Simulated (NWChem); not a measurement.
Molecule: BeHSI; SMILES [SH][Be][I]

```xyz
4

Be     0.0218     1.1162     0.0000
I      0.0082    -1.0550     0.0000
S      0.0490     3.0218     0.0000
H     -1.3030     3.0992     0.0000
```
Atoms are numbered in this order, from 1.

Results from NWChem. Medium grid unless said otherwise, to which SCAN and Minnesota functionals are sensitive. All runs use the structure optimised with PBE0/def2-SVP. def2 effective core potentials on I; no spin-orbit coupling. Hybrids' shares of exact exchange are those that their runs print; pure functionals count as 0. The functionals differ in more than this share.

```
row                    share of exact exchange  highest occupied level (eV)
---------------------  -----------------------  ---------------------------
PBE/def2-SVP                              0.00                        -6.48
RPBE/def2-SVP                             0.00                        -6.44
B3LYP/def2-SVP                            0.20                        -7.34
PW6B95/def2-SVP                           0.28                     withheld
MN15/def2-SVP                             0.44                        -8.18
Hartree-Fock/def2-SVP                     1.00                       -10.23
```

Q: Fit a straight line of the last column on the one before it, predict the withheld value, and compare with the run.

A: 
1. Means of the 5 shown rows: x = 0.328, y = -7.734. Slope Σ(x − x̄)(y − ȳ)/Σ(x − x̄)² = -2.613/0.6957 = -3.757; intercept -6.502.
2. The shown rows scatter about the line by 0.052 (root mean square); the largest residual is -0.09, at B3LYP/def2-SVP.
3. At x = 0.28 (PW6B95/def2-SVP; inside the shown range) the line gives -7.55.
4. The run gives -7.67, -0.12 from the line, 2.3 times the scatter.
